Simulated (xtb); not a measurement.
C4H8BN, SMILES N1CC(B1C)=C. All values are semi-empirical tight-binding results from xtb (GFN2-xTB unless named), good for trends rather than for accurate numbers. The structure is a stationary point at GFN2-xTB. The structure was generated by enumeration, and PubChem lists no compound with its InChIKey, so it may never have been made.

Optimised geometry:

Bond lengths (Å): C1–C2 1.321, C1–H7 1.078, C1–H8 1.081, C2–C3 1.520, C2–B5 1.574, C3–N4 1.455, C3–H9 1.096, C3–H10 1.096, N4–B5 1.391, N4–H11 1.007, B5–C6 1.574, C6–H12 1.088, C6–H13 1.087, C6–H14 1.088. Angles (°): C2–C1–H7 121.2, C2–C1–H8 122.7, H7–C1–H8 116.1, C1–C2–C3 129.3, C1–C2–B5 144.4, C3–C2–B5 86.3, C2–C3–N4 88.8, C2–C3–H9 115.0, C2–C3–H10 115.0, N4–C3–H9 114.0, N4–C3–H10 114.0, H9–C3–H10 109.1, C3–N4–B5 96.0, C3–N4–H11 123.9, B5–N4–H11 140.1, C2–B5–N4 88.9, C2–B5–C6 139.2, N4–B5–C6 131.9, B5–C6–H12 111.1, B5–C6–H13 112.6, B5–C6–H14 111.0, H12–C6–H13 107.8, H12–C6–H14 106.4, H13–C6–H14 107.7.

Computed properties:
```
Property                                       Result
--------------------------------------  -------------
point group as xtb finds it                        Cs
orbital gap                                   4.25 eV
dipole moment                                  1.26 D
zero-point energy                       72.1 kcal/mol
G − E(el) at 298.15 K (modified RRHO)   52.9 kcal/mol
static polarisability (D4 model)           65.6 bohr³
solvation energy, GFN2-xTB/ALPB(water)  -1.5 kcal/mol
solvation energy, GFN2-xTB/ALPB(thf)    -5.6 kcal/mol
```

Computed IR lines (harmonic; lines under 4 % of the strongest left out, lines within 3 cm⁻¹ merged):
ν (cm⁻¹): 486 (w), 629 (m), 860 (m), 913 (w), 1043 (w), 1086 (m), 1167 (m), 1209 (m), 1242 (w), 1388 (w), 1416 (w), 1440 (vs), 1481 (w), 1749 (w), 2894 (m), 2924 (s), 3018 (m), 3029 (m), 3035 (m), 3055 (m), 3099 (m), 3457 (w) (against the strongest line: vs over 80 %, s over 45 %, m over 15 %, w over 4 %, vw less)

Computed atomic charges and the Wiberg bond orders between heavy atoms:
charges (e) C1 -0.09, C2 -0.07, C3 0.00, N4 -0.23, B5 0.25, C6 -0.19, H7 0.03, H8 0.03, H9 0.02, H10 0.02, H11 0.13, H12 0.04, H13 0.03, H14 0.04. Bond orders C1–C2 1.95, C2–C3 0.99, C3–N4 1.01, C2–B5 0.96, N4–B5 1.37, B5–C6 1.02.
